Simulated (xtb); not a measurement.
CH8N2OSi, SMILES CN[Si@@H](N)O. All values are semi-empirical tight-binding results from xtb (GFN2-xTB unless named), good for trends rather than for accurate numbers. Geometry optimised at GFN2-xTB. The structure was generated by enumeration; whether it is a known compound was not checked. The values are those of a single conformer.

Optimised geometry:

```xyz
13

C      2.0269    -0.1765     1.1209
N      1.1551    -0.4768     0.0140
Si    -0.5353    -0.1368     0.0286
N     -1.0541     1.4979     0.1240
O     -1.1810    -0.6376    -1.3830
H      1.4767    -0.3295     2.0465
H      2.3903     0.8590     1.1088
H      2.8927    -0.8428     1.1146
H      1.6415    -0.4081    -0.8682
H     -1.0594    -0.8824     1.1731
H     -1.6567     1.8858    -0.5789
H     -0.5124     2.2028     0.5891
H     -1.0988    -1.5575    -1.6130
```
Charge 0, spin multiplicity 1.

Q: Estimate the properties. (An estimate is asked for; the answer gives what the named calculation found.)

A: 
- orbital gap = 6.42 eV
- dipole moment = 1.36 D
- zero-point energy = 62.7 kcal/mol
- G − E(el) at 298.15 K (modified RRHO) = 42.1 kcal/mol
- static polarisability (D4 model) = 68.1 bohr³
- solvation energy, GFN2-xTB/ALPB(water) = -6.4 kcal/mol
- solvation energy, GFN2-xTB/ALPB(acetonitrile) = -6.7 kcal/mol

Computed atomic charges and the Wiberg bond orders between heavy atoms:
charges (e) C1 -0.02, N2 -0.34, Si3 0.55, N4 -0.40, O5 -0.50, H6 0.03, H7 0.01, H8 0.03, H9 0.14, H10 -0.09, H11 0.16, H12 0.14, H13 0.29. Bond orders C1–N2 1.05, N2–Si3 1.05, Si3–N4 1.13, Si3–O5 1.11.
